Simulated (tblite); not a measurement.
Compound: 4-fluoro-3-methylbenzonitrile, C8H6FN.
Atom-mapped SMILES: `[CH3:1][c:2]1[cH:3][c:4]([C:5]#[N:6])[cH:7][cH:8][c:9]1[F:10]` (hydrogens: H11, H12, H13 on C1; H14 on C3; H15 on C7; H16 on C8)

Computed with GFN2-xTB (tblite), gas phase: Langevin dynamics at 200 K from the optimised GFN2-xTB geometry, time step 0.5 fs, friction 0.01 fs⁻¹, 2000 steps. The instantaneous temperature is 2·E(kin)/(3Nk) with all 3N coordinates.

```tsv
t (fs)	T (K)	E(pot) above start (eV)	C1–C2 (Å)	C2–C3 (Å)	C3–C4 (Å)	C4–C5 (Å)	C5≡N6 (Å)	C1–H11 (Å)
0	163	0.000	1.495	1.385	1.395	1.415	1.146	1.088
50	137	0.169	1.475	1.383	1.394	1.419	1.137	1.095
100	113	0.240	1.472	1.372	1.399	1.426	1.144	1.074
150	121	0.272	1.494	1.381	1.412	1.397	1.138	1.108
200	128	0.289	1.492	1.408	1.394	1.416	1.145	1.065
250	180	0.267	1.460	1.383	1.414	1.414	1.150	1.142
300	234	0.432	1.513	1.420	1.422	1.376	1.151	1.061
350	264	0.333	1.485	1.378	1.412	1.421	1.133	1.146
400	191	0.396	1.493	1.356	1.372	1.464	1.154	1.032
450	134	0.405	1.575	1.364	1.389	1.435	1.155	1.148
500	170	0.402	1.558	1.361	1.371	1.425	1.154	1.042
550	250	0.350	1.508	1.401	1.378	1.420	1.140	1.129
600	208	0.321	1.476	1.398	1.385	1.391	1.150	1.054
650	158	0.309	1.473	1.412	1.379	1.401	1.144	1.122
700	151	0.305	1.536	1.410	1.402	1.385	1.147	1.060
750	205	0.339	1.465	1.383	1.414	1.429	1.156	1.101
800	255	0.273	1.523	1.398	1.380	1.380	1.139	1.073
850	146	0.386	1.496	1.352	1.421	1.441	1.156	1.091
900	211	0.335	1.472	1.388	1.358	1.411	1.148	1.096
950	262	0.276	1.526	1.354	1.420	1.394	1.157	1.101
1000	156	0.326	1.548	1.389	1.432	1.452	1.127	1.060
```

**Question.** From 500 fs on, how do temperature and potential energy compare with equipartition?

**Answer.** The mean temperature of these 11 frames is 198 K against the target 200 K, and the mean potential energy 0.33 eV against 42 × kT/2 = 0.36 eV for 42 classical harmonic modes. For 16 atoms in a canonical ensemble the temperature itself scatters by T·√(2/(3N)) = 41 K; here its standard deviation is 42 K. The whole run lasts only 10 friction times of 100 fs, so these averages carry a wide statistical error.

**Question.** What are the kinetic and total energies of the listed frame with the highest potential energy?

**Answer.** The one at 300 fs, 0.432 eV above the start. Its kinetic energy is 3NkT/2 = 0.485 eV at 234 K, so the sum is 0.92 eV; over the listed frames the sum runs from 0.34 to 0.92 eV, since the thermostat adds and removes energy.

**Question.** How much do the listed bonds fluctuate from 500 fs on?

**Answer.** 
```tsv
bond	at the start (Å)	mean (Å)	standard deviation (Å)
C1–C2	1.495	1.507	0.032
C2–C3	1.385	1.386	0.020
C3–C4	1.395	1.394	0.023
C4–C5	1.415	1.412	0.023
C5≡N6	1.146	1.147	0.009
C1–H11	1.088	1.084	0.027
```

The motion is classical and holds no zero-point motion.

The cost below is that of the whole dynamics run. On one thread of an Arm Neoverse N1, shared host, this took 20 s wall and 0.18 GiB of memory at its peak.
